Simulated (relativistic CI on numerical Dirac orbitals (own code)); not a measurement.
## Hyperfine structure of I XXVII, mass number 129

Method of calculation: Dirac-Coulomb-Breit CI, orbitals from a KLI potential per configuration, a model potential for QED, unscaled Slater integrals (own radial code, finite nucleus).

CI space (outside the closed core [Ne]): 3s²3p⁶3d⁹, 3s²3p⁵3d¹⁰, 3s3p⁶3d¹⁰, 3s²3p⁶3d⁸4s, 3s²3p⁶3d⁸4p, 3s²3p⁶3d⁸4d, 3s²3p⁴3d¹⁰4s, 3s²3p⁶3d⁸4f, 3s²3p⁵3d⁹4s, 3s²3p⁴3d¹⁰4p, 3s²3p⁶3d⁷4s², 3s²3p⁵3d⁹4p, 3s²3p⁴3d¹⁰4d, 3s²3p⁶3d⁷4s4p, 3s3p⁵3d¹⁰4s, 3s²3p⁶3d⁸5s. Levels of other configurations are missing.

Nuclear spin I = 7/2, μ = 2.6165 μN, Q = -0.483 b (tables of Stone and Pyykkö). The electronic factors are computed for point nuclear moments, without core polarisation or the Bohr-Weisskopf and QED corrections.

| Level | E (eV) | A (GHz) | B (GHz) |
| --- | --- | --- | --- |
| 3s²3p⁶3d⁹ ²D5/2 | 0.000 | 7.904 | 10.3 |
| 3s²3p⁶3d⁹ ²D3/2 | 12.247 | 19.39 | 7.79 |
| 3s²3p⁵3d¹⁰ ²P°3/2 | 249.136 | 39.62 | 48.5 |
| 3s²3p⁵3d¹⁰ ²P°1/2 | 308.376 | 256.2 |  |
| 3s3p⁶3d¹⁰ ²S1/2 | 447.763 | 843.7 |  |
| 3s²3p⁶3d⁸4s ⁴F9/2 | 579.270 | 36.31 | 6.2 |
| 3s²3p⁶3d⁸4s ²F7/2 | 581.173 | -19.31 | 5.6 |
| 3s²3p⁶3d⁸4s ²D3/2 | 586.179 | -41.3 | -3.15 |

Levels with J = 0, under 50 % of one LS term, or S terms without an open s electron are left out. Small factors come from cancelling terms and can be off by tens of per cent or more.

At this charge energies of transitions that change n are usually good to better than 1 %, and those within a shell (Δn = 0) to a few per cent.

Q: Give the hyperfine levels of 3s²3p⁶3d⁹ ²D5/2 relative to its centre of gravity.

A: With K = F(F + 1) − I(I + 1) − J(J + 1), E = AK/2 + B[¾K(K + 1) − I(I + 1)J(J + 1)]/[2I(2I − 1)J(2J − 1)]: F = 1: -83.41, F = 2: -70.54, F = 3: -50.14, F = 4: -20.87, F = 5: 19.02, F = 6: 71.74 GHz.

LS names give the leading component of a level, which can be under half, so a name can repeat, a term be missing and a line seem to break the LS rules.
